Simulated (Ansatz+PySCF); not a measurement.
Results of a calculation; reference values are marked as such.
**Several solutions for triplet CoCl**

```xyz
2

Co    0.0000    0.0000    0.0000
Cl    0.0000    0.0000    2.1486
```

Basis set: def2-SVP (spherical functions). Charge 0, multiplicity 3.

ωB97X (restricted open-shell) was run from several starts with Ansatz (development build ahead of 0.2.0) and PySCF 2.14.0.

```csv
run,program,start,converged,energy (hartree),<S²>
A,Ansatz,"atomic start, no search",yes,-1842.63517,2.00
B,Ansatz,stability test followed,yes,-1842.65326,2.00
C,PySCF,program defaults,yes,-1842.62232,2.00
D,Ansatz,search for the lowest state,yes,-1842.65326,2.00
```

Task: Which runs reached the lowest solution of this kind, and what is wrong with the others?

Result: B, D reached the lowest solution found. Converged but too high: A by 0.49 eV, C by 0.84 eV. Convergence only shows a stationary point, and even a stable one can lie too high; stability tests and further starts are what find lower ones. Caution: another spin multiplicity may lie lower.
